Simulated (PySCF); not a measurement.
# Spinor energies of Ar⁺ (argon, charge +1)

Start: [Ne] 3s2 3p5; 3p1/2 filled at m_j = +1/2; 3p3/2 filled at m_j = -3/2, -1/2, +1/2, +3/2. Calculated with PySCF 2.14 in an even-tempered Gaussian basis (19 s from 0.026 bohr⁻², ratio 2.8; 13 p from 0.034 bohr⁻², ratio 2.8; 5 d from 1 bohr⁻², ratio 3): generalised Hartree-Fock with the X2C-1e Hamiltonian and a Gaussian nucleus; one run each with spin-orbit coupling (SO) screened by Boettger's factors, then bare. This is a chosen level, not necessarily the ground level.

| spinor shell | electrons | ε, screened SO (eV) | ε, bare SO (eV) | weight of nominal j (bare SO) | rms radius, bare SO (bohr) |
| --- | --- | --- | --- | --- | --- |
| 1s1/2 | 2 | -3254.9 | -3254.9 | 1.000 | 0.0991 |
| 2s1/2 | 2 | -351.70 | -351.70 | 1.000 | 0.446 |
| 2p1/2 | 2 | -275.86 | -276.04 | 0.976 | 0.416 |
| 3s1/2 | 2 | -46.866 | -46.870 | 0.999 | 1.48 |
| 3p1/2 | 1 | -29.600 | -29.611 | 0.861 | 1.67 |
| 3p3/2 | 4 | -28.161 | -28.157 | 0.933 | 1.70 |

Q: Where does 2p3/2 lie, and what is the 2p spin-orbit splitting (bare SO)?

A: At -273.79 eV, 2.251 eV above 2p1/2.

```
   quantity  screened SO     bare SO
E (hartree)   -528.07456  -528.07455
        M_J          1/2         1/2
       ⟨J²⟩        1.190       1.144
       ⟨L²⟩        2.007       2.007
       ⟨S²⟩        0.753       0.753
```

The determinant has a definite M_J but mixes levels of different J.

Each row is a mean over spinors that exchange with the open shell spreads, by up to 3.404 eV (3s1/2).

Rows whose weight is well below 1 are mixtures of j = l ± 1/2: exchange outweighs spin-orbit coupling there, and the label is only the starting occupation.
